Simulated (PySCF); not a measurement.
Positional isomers: naphthalene chloro+silyl. Gas-phase values, no solvent. Strings in code marks are SMILES.

The dipole moment from two functionals at the same geometries (PBE0-D4/def2-SVP), both in PySCF: PBE-D3(BJ)/def2-TZVP and B3LYP-D3(BJ)/def2-TZVP. B3LYP has the VWN-RPA correlation part, as in Gaussian. 

| species | B3LYP-D3(BJ)/def2-TZVP (D) |
|---|---|
| `c12cccc(Cl)c2ccc(c1)[SiH3]` | 1.25 |
| `[SiH3]c1ccc2cccc(Cl)c2c1` | 1.96 |
| `[SiH3]c1cccc2c(Cl)cccc12` | 0.53 |
| `[SiH3]c1cccc2cccc(Cl)c12` | 2.47 |

**Question.** What does PBE-D3(BJ)/def2-TZVP give for each?

**Answer.** 
- `c12cccc(Cl)c2ccc(c1)[SiH3]`: 1.16
- `[SiH3]c1ccc2cccc(Cl)c2c1`: 1.91
- `[SiH3]c1cccc2c(Cl)cccc12`: 0.41
- `[SiH3]c1cccc2cccc(Cl)c12`: 2.41
Over these rows, drawn at random from the members with no instability flagged (it was tested for open shells, ions and some series alone), PBE minus B3LYP-D3(BJ): mean -0.08 D, from -0.12 D to -0.05 D.
